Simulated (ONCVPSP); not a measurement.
## Before and after: ONCV potential for carbon (C)

- Element: carbon
- Generator: ONCVPSP 4.0.1
- Type: optimised norm-conserving Vanderbilt (ONCV)
- Functional: LDA (Perdew-Zunger)
- Relativity: scalar-relativistic
- Frozen core: [He]
- Valence charge: 4
- Reference configuration: 2s2 (charge +2)
- Partial waves: 2s: rc 1.05 bohr, ncon 4, nbas 8, qcut 5.2 1/bohr, 2 projectors, debl 1.3 Ha; p scattering state at 0.03 Ha: rc 0.90 bohr, ncon 4, nbas 8, qcut 8.9 1/bohr, 2 projectors, debl 0.8 Ha; d scattering state at 0.47 Ha: rc 0.80 bohr, ncon 3, nbas 7, qcut 10 1/bohr, 2 projectors, debl 0.5 Ha
- Local potential: polynomial inside 0.55 bohr (lpopt 5, dvloc0 1 Ha)
- Core correction: none

In the s channel the program set the typed energies aside and used -1.476, 0.250 Ha. In the p channel the program set the typed energies aside and used 0.050, 0.850 Ha.

Change: core correction Teter function, fcfact 3, rcfact 1.25.

Cutoffs: the cutoffs (Ha) at which the residual kinetic energy of the hardest occupied pseudo-wave falls to 1 and 0.1 mHa per electron; they do not see the model core or the augmentation charge, which bear on the density cutoff. Errors are all-electron minus pseudo energies relative to the spin-unpolarised reference configuration.

What does the change do?

The potential gets neither clearly harder nor softer (64 Ha and 146 Ha → 64 Ha and 146 Ha); of the 4 tests that both files solve, the error grows in 0 and shrinks in 4 by more than 15 % and 0.3 meV (median size 99.6 → 55.6 meV); neither file shows a bound ghost. Exchange and correlation are not linear in the density, so unscreening with the valence charge alone errs where core and valence overlap; a model core restores that term. A model core, the more so a compact one, raises the density cutoff, which this test does not measure.

| quantity | base | changed |
| --- | --- | --- |
| cutoff, loose | 64 Ha | 64 Ha |
| cutoff, tight | 146 Ha | 146 Ha |
| bound ghosts | none | none |
| GHOST(+) flags under 300 eV | none | none |
| error for 2s2 2p2, meV [ΔE -35.25 eV] | +116 | +60 |
| error for 2s2 2p1, meV [ΔE -24.26 eV] | +60 | +31 |
| error for 2s1, meV [ΔE 47.97 eV] | +83 | +55 |
| error for 2s1 2p2, meV [ΔE -15.76 eV] | +116 | +57 |
| s: phases at 1.06 bohr within 0.05 rad from the reference energy up to (Ha; the scan ends near 5) | to the end of the scan | to the end of the scan |
| p: phases at 0.91 bohr within 0.05 rad from the reference energy up to (Ha; the scan ends near 5) | to the end of the scan | to the end of the scan |
| d: phases at 0.81 bohr within 0.05 rad from the reference energy up to (Ha; the scan ends near 5) | to the end of the scan | to the end of the scan |
